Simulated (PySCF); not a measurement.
PySCF input (M06-2X/def2-TZVPD):

```python
from pyscf import gto, scf, dft

mol = gto.M(
    atom='''
    B    -0.46528430    0.13659271   -0.03609799
    C    -1.57128985    1.22660866   -0.27746799
    C    -0.81743948   -1.37355100    0.26455159
    O     0.82865959    0.56030363   -0.09904717
    C     1.93543708   -0.30933492    0.09754199
    H    -2.21023732    0.94194147   -1.12057353
    H    -1.16362192    2.21913980   -0.47191157
    H    -2.24082805    1.28910215    0.58736112
    H    -0.40648384   -1.69338788    1.22833079
    H    -0.37582833   -2.04128369   -0.48322054
    H    -1.89119820   -1.56131090    0.28348428
    H     2.84247699    0.28383801   -0.00678243
    H     1.91572596   -0.75603313    1.09427016
    H     1.94689307   -1.10973485   -0.64584457
    ''',
    basis='def2-tzvpd',
    charge=0,
    spin=0,
    verbose=4,
)

mf = dft.RKS(mol, xc='m062x').density_fit(auxbasis='def2-universal-jkfit')
mf.grids.level = 4
mf.conv_tol = 1e-9
mf.max_cycle = 100
mf.max_memory = 1500
mf.kernel()
if not mf.converged:
    mf = mf.newton()
    mf.kernel(mf.make_rdm1())
mf.analyze()
```

Output:

```
PySCF version 2.14.0

[INPUT] verbose = 4
[INPUT] num. atoms = 14
[INPUT] num. electrons = 40
[INPUT] charge = 0
[INPUT] spin (= nelec alpha-beta = 2S) = 0
[INPUT] symmetry False subgroup None
[INPUT] Mole.unit = angstrom
[INPUT] Symbol           X                Y                Z      unit          X                Y                Z       unit  Magmom
[INPUT]  1 B     -0.465284300000   0.136592710000  -0.036097990000 AA   -0.879259897060   0.258122812512  -0.068215314747 Bohr   0.0
[INPUT]  2 C     -1.571289850000   1.226608660000  -0.277467990000 AA   -2.969307478809   2.317954429420  -0.524338509434 Bohr   0.0
[INPUT]  3 C     -0.817439480000  -1.373551000000   0.264551590000 AA   -1.544736740607  -2.595635208122   0.499930050918 Bohr   0.0
[INPUT]  4 O      0.828659590000   0.560303630000  -0.099047170000 AA    1.565939675594   1.058820407300  -0.187172024713 Bohr   0.0
[INPUT]  5 C      1.935437080000  -0.309334920000   0.097541990000 AA    3.657446012528  -0.584558279564   0.184327646745 Bohr   0.0
[INPUT]  6 H     -2.210237320000   0.941941470000  -1.120573530000 AA   -4.176743205093   1.780011403670  -2.117577074137 Bohr   0.0
[INPUT]  7 H     -1.163621920000   2.219139800000  -0.471911570000 AA   -2.198926741341   4.193566454122  -0.891783622314 Bohr   0.0
[INPUT]  8 H     -2.240828050000   1.289102150000   0.587361120000 AA   -4.234551306743   2.436050010088   1.109951653018 Bohr   0.0
[INPUT]  9 H     -0.406483840000  -1.693387880000   1.228330790000 AA   -0.768143131662  -3.200039315858   2.321208783471 Bohr   0.0
[INPUT] 10 H     -0.375828330000  -2.041283690000  -0.483220540000 AA   -0.710212613553  -3.857467116642  -0.913154478364 Bohr   0.0
[INPUT] 11 H     -1.891198200000  -1.561310900000   0.283484280000 AA   -3.573846645270  -2.950449996298   0.535707649820 Bohr   0.0
[INPUT] 12 H      2.842476990000   0.283838010000  -0.006782430000 AA    5.371503026478   0.536376102642  -0.012816935159 Bohr   0.0
[INPUT] 13 H      1.915725960000  -0.756033130000   1.094270160000 AA    3.620197394119  -1.428695556798   2.067870908684 Bohr   0.0
[INPUT] 14 H      1.946893070000  -1.109734850000  -0.645844570000 AA    3.679094696114  -2.097094937385  -1.220469356337 Bohr   0.0

nuclear repulsion = 171.521800113893
number of shells = 111
number of NR pGTOs = 362
number of NR cGTOs = 269
basis = def2-tzvpd
ecp = {}

******** <class 'pyscf.df.df_jk.DFRKS'> ********
method = DFRKS
initial guess = minao
damping factor = 0
level_shift factor = 0
DIIS = <class 'pyscf.scf.diis.CDIIS'>
diis_start_cycle = 1
diis_space = 8
diis_damp = 0
SCF conv_tol = 1e-09
SCF conv_tol_grad = None
SCF max_cycles = 100
direct_scf = False
XC library pyscf.dft.libxc version 7.1.2
    S. Lehtola, C. Steigemann, M. J. T. Oliveira, and M. A. L. Marques,  SoftwareX 7, 1–5 (2018)
XC functionals = m062x
    Y. Zhao and D. G. Truhlar,  Theor. Chem. Acc. 120, 215 (2008)
    Y. Zhao and D. G. Truhlar,  Theor. Chem. Acc. 120, 215 (2008)
radial grids:
    Treutler-Ahlrichs [JCP 102, 346 (1995); DOI:10.1063/1.469408] (M4) radial grids

becke partition: Becke, JCP 88, 2547 (1988); DOI:10.1063/1.454033
pruning grids: <function nwchem_prune>
grids dens level: 4
symmetrized grids: False
atomic radii adjust function: <function treutler_atomic_radii_adjust>
small_rho_cutoff = 0
Set gradient conv threshold to 3.16228e-05
[...]
cycle= 10 E= -219.848536108728  delta_E= -7.35e-11  |g|= 5.24e-06  |ddm|= 4.53e-05
  HOMO = -0.34687230526314  LUMO = 0.00412811444345706  gap/eV = 9.55121
Extra cycle  E= -219.848536108731  delta_E= -3.3e-12  |g|= 4.43e-06  |ddm|= 1.34e-05
converged SCF energy = -219.848536108731
**** SCF Summaries ****
Total Energy =                        -219.848536108731196
Nuclear Repulsion Energy =             171.521800113893164
One-electron Energy =                 -636.319430127944315
Two-electron Energy =                  244.949093905319955
Two-electron Coulomb Energy =          277.211564327264796
DFT Exchange-Correlation Energy =      -32.262470421944840
HOMO-LUMO gap [eV] =                     9.551207913818239
**** MO energy ****
MO #1   energy= -19.6323948218665  occ= 2
MO #2   energy= -10.5836841248906  occ= 2
MO #3   energy= -10.5023141878407  occ= 2
MO #4   energy= -10.4926276231094  occ= 2
MO #5   energy= -7.04678211466564  occ= 2
MO #6   energy= -1.14848426261434  occ= 2
MO #7   energy= -0.80556405360851  occ= 2
MO #8   energy= -0.78444236995794  occ= 2
MO #9   energy= -0.758724776942419 occ= 2
MO #10  energy= -0.592869039855646 occ= 2
MO #11  energy= -0.534797016568095 occ= 2
MO #12  energy= -0.531789802548967 occ= 2
MO #13  energy= -0.486541733964099 occ= 2
MO #14  energy= -0.462887546330454 occ= 2
MO #15  energy= -0.44690214085627  occ= 2
MO #16  energy= -0.442102430224928 occ= 2
MO #17  energy= -0.427895028360252 occ= 2
MO #18  energy= -0.40519477490265  occ= 2
MO #19  energy= -0.379210567457282 occ= 2
MO #20  energy= -0.34687230526314  occ= 2
MO #21  energy= 0.00412811444345706 occ= 0
MO #22  energy= 0.0268198466090763 occ= 0
MO #23  energy= 0.038273413407119  occ= 0
MO #24  energy= 0.0456422987570268 occ= 0
MO #25  energy= 0.0607888936426368 occ= 0
MO #26  energy= 0.0615765147965489 occ= 0
MO #27  energy= 0.0669985571993531 occ= 0
MO #28  energy= 0.0835035858895926 occ= 0
MO #29  energy= 0.0891438170689109 occ= 0
MO #30  energy= 0.0981412803835508 occ= 0
MO #31  energy= 0.107161770332277  occ= 0
MO #32  energy= 0.120026448076044  occ= 0
MO #33  energy= 0.130380387926489  occ= 0
MO #34  energy= 0.134092753210642  occ= 0
MO #35  energy= 0.134442033589728  occ= 0
MO #36  energy= 0.141676510800965  occ= 0
MO #37  energy= 0.14388921700321   occ= 0
MO #38  energy= 0.166838193785493  occ= 0
MO #39  energy= 0.182894128686334  occ= 0
MO #40  energy= 0.183661604145447  occ= 0
MO #41  energy= 0.19620228983799   occ= 0
MO #42  energy= 0.210556273614939  occ= 0
MO #43  energy= 0.211199183671444  occ= 0
MO #44  energy= 0.225851141164916  occ= 0
MO #45  energy= 0.230113210368155  occ= 0
MO #46  energy= 0.236310842849354  occ= 0
MO #47  energy= 0.245725303120284  occ= 0
MO #48  energy= 0.253337815513899  occ= 0
MO #49  energy= 0.257602116542515  occ= 0
MO #50  energy= 0.270180283216237  occ= 0
MO #51  energy= 0.270847194940879  occ= 0
MO #52  energy= 0.276636157964859  occ= 0
MO #53  energy= 0.279766600913123  occ= 0
MO #54  energy= 0.284079256432043  occ= 0
MO #55  energy= 0.290860295093066  occ= 0
MO #56  energy= 0.297760020769538  occ= 0
MO #57  energy= 0.299285680548975  occ= 0
MO #58  energy= 0.308398802364319  occ= 0
MO #59  energy= 0.313245699962849  occ= 0
MO #60  energy= 0.323190370040179  occ= 0
MO #61  energy= 0.323700199257152  occ= 0
MO #62  energy= 0.33465591524647   occ= 0
MO #63  energy= 0.338079733688887  occ= 0
MO #64  energy= 0.348461331210398  occ= 0
MO #65  energy= 0.352174656119757  occ= 0
MO #66  energy= 0.356449361844813  occ= 0
MO #67  energy= 0.366124641610704  occ= 0
MO #68  energy= 0.370380545220074  occ= 0
MO #69  energy= 0.378610202640423  occ= 0
MO #70  energy= 0.380187016534067  occ= 0
MO #71  energy= 0.388290390660391  occ= 0
MO #72  energy= 0.39232019268132   occ= 0
MO #73  energy= 0.401574525797141  occ= 0
MO #74  energy= 0.409425785294543  occ= 0
MO #75  energy= 0.413980777631571  occ= 0
MO #76  energy= 0.417558834017483  occ= 0
MO #77  energy= 0.435465005992624  occ= 0
MO #78  energy= 0.441102965894903  occ= 0
MO #79  energy= 0.44149652635488   occ= 0
MO #80  energy= 0.452553460168733  occ= 0
MO #81  energy= 0.457628053988511  occ= 0
MO #82  energy= 0.464049774054466  occ= 0
MO #83  energy= 0.464117662203522  occ= 0
MO #84  energy= 0.470626713115847  occ= 0
MO #85  energy= 0.472175990086031  occ= 0
MO #86  energy= 0.494093149481386  occ= 0
MO #87  energy= 0.508741336269665  occ= 0
MO #88  energy= 0.516739456873432  occ= 0
MO #89  energy= 0.53618023390133   occ= 0
MO #90  energy= 0.54102699734261   occ= 0
MO #91  energy= 0.542028085675147  occ= 0
MO #92  energy= 0.54298798227627   occ= 0
MO #93  energy= 0.557574576666554  occ= 0
MO #94  energy= 0.587351758353483  occ= 0
MO #95  energy= 0.591057985542795  occ= 0
MO #96  energy= 0.606500517811748  occ= 0
MO #97  energy= 0.613266871806004  occ= 0
MO #98  energy= 0.622045799439266  occ= 0
MO #99  energy= 0.63397435295262   occ= 0
MO #100 energy= 0.643761378694579  occ= 0
MO #101 energy= 0.64626015915149   occ= 0
MO #102 energy= 0.674356418911991  occ= 0
MO #103 energy= 0.67798884467714   occ= 0
MO #104 energy= 0.68150674216871   occ= 0
MO #105 energy= 0.710442449777192  occ= 0
MO #106 energy= 0.726258568966517  occ= 0
MO #107 energy= 0.733642272833987  occ= 0
[...]
```
